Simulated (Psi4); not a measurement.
## SiBr2F2 (SMILES F[Si](F)(Br)Br): methods side by side

SiBr2F2: 5 atoms, total charge 0, spin state singlet. As SMILES, `F[Si](F)(Br)Br`. The shape was relaxed beforehand at PBE0/def2-TZVP.

Each level gives the dipole moment (D). The values are calculated.

```
                                 level                    kind  program  value (D)
   PBE-D4/def2-TZVPP (density fitting)                     GGA     Psi4       0.79
r2SCAN-D4/def2-TZVPP (density fitting)                meta-GGA     Psi4       0.76
 B3LYP-D4/def2-TZVPP (density fitting)           global hybrid     Psi4       0.84
  PBE0-D4/def2-TZVPP (density fitting)           global hybrid     Psi4       0.84
  wB97M-V/def2-TZVPP (density fitting)  range-separated hybrid     Psi4       0.79
```

All-electron rows without a relativistic Hamiltonian named are non-relativistic. The values span 0.76 to 0.84 D. Magnitudes only.
